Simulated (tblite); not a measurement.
Compound: C₂H₁₀O₂SSi₂.
Atom-mapped SMILES: `[CH3:1][O:2][Si@@H:3]([O:4][SiH3:5])[S:6][CH3:7]` (hydrogens: H8, H9, H10 on C1; H11 on Si3; H12, H13, H14 on Si5; H15, H16, H17 on C7)

The geometry is computed with GFN2-xTB (gas phase).

(1) What internal coordinates does the optimisation give?

Results:

(1) 
```
                     bond  length (Å)   order
                    C1–O2       1.399  single
                   O2–Si3       1.608  single
                   Si3–O4       1.605  single
                   O4–Si5       1.626  single
                   Si3–S6       2.139  single
                    S6–C7       1.819  single
     C1–H8, C1–H9, C1–H10       1.091  single
                  Si3–H11       1.454  single
Si5–H12, Si5–H13, Si5–H14       1.461  single
   C7–H15, C7–H16, C7–H17       1.085  single
```

Bonds in one row agree within 0.01 Å and their mean is given. Orders are formal, as drawn. A selection of angles:
```
      angle  degrees
   O2–C1–H8    107.8
   O2–C1–H9    110.9
  O2–C1–H10    110.1
   H8–C1–H9    109.7
  C1–O2–Si3    128.2
  O2–Si3–O4    107.1
  O2–Si3–S6    109.2
 O2–Si3–H11    114.5
  O4–Si3–S6    110.2
 O4–Si3–H11    104.8
 S6–Si3–H11    110.8
 Si3–O4–Si5    154.5
 O4–Si5–H12    103.8
 O4–Si5–H13    104.9
 O4–Si5–H14    110.3
H12–Si5–H13    113.1
H12–Si5–H14    111.3
  Si3–S6–C7    100.0
  S6–C7–H15    107.0
  S6–C7–H16    109.5
 H15–C7–H16    110.2
```

Dihedral angles: C1–O2–Si3–O4 -168° (antiperiplanar); O2–Si3–O4–Si5 53° (synclinal); O2–Si3–S6–C7 -161° (antiperiplanar).

Of the pairs four or more bonds apart, Si5···H17 is among the closest relative to their van der Waals radii: 3.24 Å, 98 % of the sum of Bondi's values. The 3 O–Si bonds span 1.605 Å (Si3–O4, drawn single) to 1.626 Å (O4–Si5, drawn single), a spread of 0.021 Å. Si5 (oxygen-bound silicon) is distorted tetrahedral (angles from 103.8° to 113.1°). Si3 (oxygen-bound silicon) is distorted tetrahedral (angles from 104.8° to 114.5°).

Point group: C1 (no symmetry element, even within 0.4 Å). GFN2-xTB frequencies show an imaginary mode (22i cm⁻¹), so the point is no minimum at that level. 3 starts were optimised and ended at 0.00, 0.99 and 2.32 kcal/mol (GFN2-xTB); the lowest of these is shown.
